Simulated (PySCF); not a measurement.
Removing an electron from (ClCd-mu-F)2

Compound: (ClCd-mu-F)2 (singlet state).
Cartesian coordinates in Å at the PBE0-D3(BJ)/def2-SVP level; atoms count from 1:
```
atom  x, y, z in Å
Cd1   -0.667   -1.495    0.262
Cl2   -1.185   -3.698    0.593
F3    -0.010    0.228    1.305
Cd4    0.536    1.549   -0.255
Cl5    1.676    3.493   -0.624
F6    -0.350   -0.077   -1.281
```

Level: B3LYP/def2-SVPD (PySCF). Frontier orbitals with their largest atomic shares (Löwdin; up to four atoms above 4 %):

```csv
orbital,ε (eV),main atoms
HOMO−3,-8.75,"Cl5 52 %, Cl2 42 %"
HOMO−2,-8.73,"Cl2 52 %, Cl5 42 %"
HOMO−1,-8.69,"Cl5 47 %, Cl2 46 %"
HOMO,-8.63,?
LUMO,-3.23,"Cd1 28 %, Cd4 28 %, Cl2 13 %, Cl5 13 %"
LUMO+1,-2.03,"Cd4 23 %, Cd1 22 %, Cl5 14 %, Cl2 14 %"
LUMO+2,-1.20,"Cd1 36 %, Cd4 35 %, F6 9 %, F3 9 %"
```

Problem. What vertical ionisation energy does ΔSCF give, and how far is −ε(HOMO) from it?

Solution. ΔSCF: 10.55 eV (1018 kJ/mol; threshold wavelength 118 nm); ⟨S²⟩ of the doublet left behind is 0.753, against 0.75 for a pure doublet. −ε(HOMO) is 8.63 eV, 1.92 eV below it. For the exact functional −ε(HOMO) would equal the first vertical ionisation energy; B3LYP (global hybrid, 20 % exact exchange) falls short of its own ΔSCF value by 18 %.

Problem. On which atoms does the HOMO lie?

Solution. Cl2 (chlorine bonded to Cd) 46 %, Cl5 (chlorine bonded to Cd) 46 %. The HOMO−1 lies 0.06 eV lower.

Problem. And the vertical electron affinity, the fundamental gap, Mulliken's electronegativity and the hardness (with the factor ½)?

Solution. EA = 1.54 eV by ΔSCF (−ε(LUMO) = 3.23 eV). IE − EA = 9.01 eV against an orbital gap of 5.40 eV; (IE + EA)/2 = 6.04 eV; (IE − EA)/2 = 4.51 eV. Parr's electrophilicity index (IE + EA)²/[8(IE − EA)] is 2.03 eV.

Problem. Shift the occupied levels rigidly so that −ε(HOMO) equals the ΔSCF value. What binding energies result?

Solution. The shift is +1.92 eV: HOMO 10.55, HOMO−1 10.61, HOMO−2 10.65, HOMO−3 10.67 eV. A rigid shift is only a rough guide to the deeper ionisations.

Problem. With α = 84.3 au, estimate the like-pair dispersion coefficient by London's formula C6 = (3/4)α²I.

Solution. I = 0.3876 Eh, so C6 ≈ 2070 au, a rough estimate.

Problem. The lowest singlet excitation (vertical TDDFT, same level) lies at 4.49 eV. How far is it below IE − EA?

Solution. IE − EA = 9.01 eV, so by 4.52 eV.

Problem. How many of the 10 lowest singlet excitations (vertical TDDFT, same level) lie below the ionisation energy?

Solution. All 10; they run from 4.49 to 6.31 eV.

Isolated species at its PBE0-D3(BJ)/def2-SVP geometry, gas phase. Atoms past krypton carry effective core potentials; spin–orbit coupling is left out.
